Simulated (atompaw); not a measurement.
## Scattering properties, PAW (atompaw) potential for platinum (Pt)

| Item | Value |
| --- | --- |
| Element | platinum (Pt) |
| Generator | atompaw 4.2.0.5 |
| Type | PAW |
| Functional | PBE |
| Relativity | scalar-relativistic |
| Frozen core | [Kr] 4d10 4f14 5s2 |
| Valence charge | 16 |
| Reference configuration | 5p6 5d9 6s0.5 6p0.5 |
| Partial waves | 6s (bound); 6s channel at 1.85 Ry; 5p (bound); 6p (bound); 5d (bound); 5d channel at 2.85 Ry |
| Local potential | bessel scheme, radius 1.95 bohr |
| Core correction | smooth core density matched at 2.25 bohr |
| Augmentation charge | sinc compensation charge, radius 2.45 bohr; PAW radius 2.70 bohr; waves and projectors: bloechl |

The phase is arctan(r·u′/u) with u = r·R(r), unwrapped; energies in Ry, scanned from -6 to 5 Ry. A pole is an energy at which the radial function vanishes at the test radius. The pseudo phase is shifted by a multiple of π to meet the all-electron one at the reference energy, and phase errors are pseudo minus all-electron; the curves can meet again beyond the range given. Levels narrower than the energy grid can be missing from the lists of poles.

Q: For each channel, where are the poles, and over which energies does the pseudopotential scatter like the atom?

A:

```
channel  radius (bohr)  reference energy (Ry)  poles, all-electron  poles, pseudo  unbroken range about the reference energy with phases within 0.05 rad  phase error 1 Ry above the reference energy (rad)
      s           2.72                  -0.47                 1.22     1.22, 4.50                                                              below 3.8                                             -0.000
      p           2.72                  -0.10          -4.17, 2.80    -4.17, 2.86                                                        the whole range                                             +0.003
      d           2.72                  -0.53                -0.22          -0.22                                                        the whole range                                             +0.001
```

Phases in the p channel:

```json
{"E (Ry)": "-6.00", "all-electron": "1.410", "pseudo": "1.410"}
{"E (Ry)": "-5.76", "all-electron": "1.406", "pseudo": "1.406"}
{"E (Ry)": "-5.52", "all-electron": "1.401", "pseudo": "1.401"}
{"E (Ry)": "-5.28", "all-electron": "1.395", "pseudo": "1.395"}
{"E (Ry)": "-5.04", "all-electron": "1.389", "pseudo": "1.389"}
{"E (Ry)": "-4.80", "all-electron": "1.379", "pseudo": "1.380"}
{"E (Ry)": "-4.56", "all-electron": "1.363", "pseudo": "1.364"}
{"E (Ry)": "-4.32", "all-electron": "1.295", "pseudo": "1.295"}
{"E (Ry)": "-4.08", "all-electron": "-1.700", "pseudo": "-1.700"}
{"E (Ry)": "-3.84", "all-electron": "-1.747", "pseudo": "-1.747"}
{"E (Ry)": "-3.60", "all-electron": "-1.763", "pseudo": "-1.763"}
{"E (Ry)": "-3.36", "all-electron": "-1.775", "pseudo": "-1.775"}
{"E (Ry)": "-3.12", "all-electron": "-1.787", "pseudo": "-1.786"}
{"E (Ry)": "-2.88", "all-electron": "-1.799", "pseudo": "-1.798"}
{"E (Ry)": "-2.64", "all-electron": "-1.812", "pseudo": "-1.811"}
{"E (Ry)": "-2.40", "all-electron": "-1.826", "pseudo": "-1.826"}
{"E (Ry)": "-2.16", "all-electron": "-1.843", "pseudo": "-1.843"}
{"E (Ry)": "-1.92", "all-electron": "-1.863", "pseudo": "-1.863"}
{"E (Ry)": "-1.68", "all-electron": "-1.887", "pseudo": "-1.887"}
{"E (Ry)": "-1.44", "all-electron": "-1.917", "pseudo": "-1.916"}
{"E (Ry)": "-1.20", "all-electron": "-1.955", "pseudo": "-1.955"}
{"E (Ry)": "-0.96", "all-electron": "-2.006", "pseudo": "-2.005"}
{"E (Ry)": "-0.72", "all-electron": "-2.076", "pseudo": "-2.076"}
{"E (Ry)": "-0.48", "all-electron": "-2.180", "pseudo": "-2.180"}
{"E (Ry)": "-0.24", "all-electron": "-2.347", "pseudo": "-2.347"}
{"E (Ry)": "0.00", "all-electron": "-2.633", "pseudo": "-2.633"}
{"E (Ry)": "0.24", "all-electron": "-3.104", "pseudo": "-3.104"}
{"E (Ry)": "0.48", "all-electron": "-3.653", "pseudo": "-3.651"}
{"E (Ry)": "0.72", "all-electron": "-4.042", "pseudo": "-4.040"}
{"E (Ry)": "0.96", "all-electron": "-4.269", "pseudo": "-4.266"}
{"E (Ry)": "1.20", "all-electron": "-4.406", "pseudo": "-4.403"}
{"E (Ry)": "1.44", "all-electron": "-4.495", "pseudo": "-4.492"}
{"E (Ry)": "1.68", "all-electron": "-4.557", "pseudo": "-4.554"}
{"E (Ry)": "1.92", "all-electron": "-4.604", "pseudo": "-4.601"}
{"E (Ry)": "2.16", "all-electron": "-4.641", "pseudo": "-4.637"}
{"E (Ry)": "2.40", "all-electron": "-4.671", "pseudo": "-4.667"}
{"E (Ry)": "2.64", "all-electron": "-4.697", "pseudo": "-4.692"}
{"E (Ry)": "2.88", "all-electron": "-4.720", "pseudo": "-4.715"}
{"E (Ry)": "3.12", "all-electron": "-4.741", "pseudo": "-4.735"}
{"E (Ry)": "3.36", "all-electron": "-4.761", "pseudo": "-4.753"}
{"E (Ry)": "3.60", "all-electron": "-4.780", "pseudo": "-4.771"}
{"E (Ry)": "3.84", "all-electron": "-4.799", "pseudo": "-4.789"}
{"E (Ry)": "4.08", "all-electron": "-4.819", "pseudo": "-4.807"}
{"E (Ry)": "4.32", "all-electron": "-4.840", "pseudo": "-4.825"}
{"E (Ry)": "4.56", "all-electron": "-4.864", "pseudo": "-4.846"}
{"E (Ry)": "4.80", "all-electron": "-4.891", "pseudo": "-4.868"}
```
